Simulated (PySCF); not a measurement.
Compound: C₄H₁₁BO₂S.
SMILES with atom numbers: `[CH3:1][CH2:2][S:3][CH2:4][CH2:5][B:6]([OH:7])[OH:8]` (hydrogens: H9, H10, H11 on C1; H12, H13 on C2; H14, H15 on C4; H16, H17 on C5; H18 on O7; H19 on O8)

Computed with PySCF at CAM-B3LYP/def2-SVPD, non-relativistic, on one gas-phase PBE0-D3(BJ)/def2-SVP geometry that isn't relaxed in the solvent. The solvent is an IEF-PCM continuum (Bondi radii, 1.10 Å for H, scaled by 1.2). Specific hydrogen bonds and non-electrostatic terms are outside this model.

Gas phase at CAM-B3LYP/def2-SVPD: HOMO -8.16 eV, LUMO 0.75 eV, dipole 1.94 D.

Task: What does the continuum do to the energy, the frontier levels and the dipole at CAM-B3LYP/def2-SVPD in tetrahydrofuran and dichloromethane?

Result: 
```csv
solvent,ε,E(solvent) − E(gas) (kcal/mol),polarisation term (kcal/mol),distortion of the solute (kcal/mol),HOMO (eV),LUMO (eV),dipole (D)
tetrahydrofuran,7.426,-5.92,-6.48,0.56,-8.04,0.81,2.31
dichloromethane,8.93,-6.16,-6.77,0.61,-8.04,0.81,2.32
```

The first energy column is the sum of the next two and covers electrostatics alone. From tetrahydrofuran to dichloromethane the lowering changes by a factor 1.04, Onsager's factor (ε − 1)/(2ε + 1) by 1.04 and ε itself by 1.2.

Task: Which radius a makes the point-dipole formula ΔE = −[(ε − 1)/(2ε + 1)]·μ²/a³ give the value in dichloromethane, with the gas-phase dipole?

Result: μ = 0.764 au and |ΔE| = 0.00982 Eh give a = 1.55 Å; the farthest nucleus lies 4.11 Å from the centroid of the nuclei, so such a sphere wouldn't even hold the nuclei. The formula assumes a rigid point dipole at the centre of a sphere.

Task: How does the static polarisability (CAM-B3LYP/def2-SVPD, frozen core, with the continuum's full static response) change?

Result: 
```csv
medium,isotropic (au),principal values (au),⟨r²⟩ of the electrons (bohr²)
gas,91.0,"82.5, 86.4, 104.2",1468.9
tetrahydrofuran,116.9,"108.6, 114.1, 127.9",1469.3
dichloromethane,118.2,"110.1, 115.5, 128.9",1469.3
```

The isotropic value in dichloromethane is 1.30 times the gas-phase one; no cavity-field correction is applied. ⟨r²⟩ is taken about the centre of nuclear charge.
